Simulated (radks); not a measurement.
Ag6+, 41 electrons, occupied as [Kr] 4d5 (the NIST ground configuration). Method: scalar-relativistic Kohn-Sham, SCAN, spin-polarised, spherical densities, finite nucleus; open shells are filled with parallel spins first (spin-orbit coupling, left out, can overturn this in heavy ions); meta-GGA in the generalised Kohn-Sham scheme; Fermi nuclear charge, rms radius 4.5454 fm; computed with a radial shooting solver on a logarithmic mesh with Libxc functionals.

Radial electron density D(r) = 4 pi r^2 rho(r):

| r (bohr) | D(r) (e/bohr) | spin D(r) |
|---|---|---|
| 0.002131 | 4.642 | -0.000177 |
| 0.002797 | 7.268 | -0.000276 |
| 0.003672 | 11.16 | -0.000423 |
| 0.004858 | 16.89 | -0.000638 |
| 0.006377 | 24.40 | -0.000917 |
| 0.00837 | 33.75 | -0.00126 |
| 0.01099 | 44.07 | -0.00165 |
| 0.01454 | 53.75 | -0.00203 |
| 0.01908 | 59.48 | -0.00233 |
| 0.02504 | 59.52 | -0.00243 |
| 0.03314 | 54.83 | -0.00153 |
| 0.04349 | 51.71 | 0.00420 |
| 0.05709 | 57.01 | 0.0292 |
| 0.07494 | 69.59 | 0.112 |
| 0.09915 | 76.11 | 0.335 |
| 0.1301 | 65.65 | 0.747 |
| 0.1708 | 51.76 | 1.28 |
| 0.226 | 54.46 | 1.51 |
| 0.2967 | 61.08 | 0.969 |
| 0.3894 | 46.22 | 0.0665 |
| 0.5111 | 23.10 | 0.421 |
| 0.6763 | 16.45 | 2.95 |
| 0.8877 | 17.33 | 5.35 |
| 1.165 | 11.41 | 4.79 |
| 1.542 | 3.895 | 2.23 |
| 2.024 | 0.7157 | 0.532 |
| 2.656 | 0.06215 | 0.0550 |
| 3.486 | 0.002027 | 0.00195 |

D(r) has 4 maxima, at r = 0.0219, 0.0960, 0.290, 0.833 bohr, and minima at 0.0431, 0.188, 0.655 bohr, inside which lie 2.01, 11.13, 29.10 electrons.
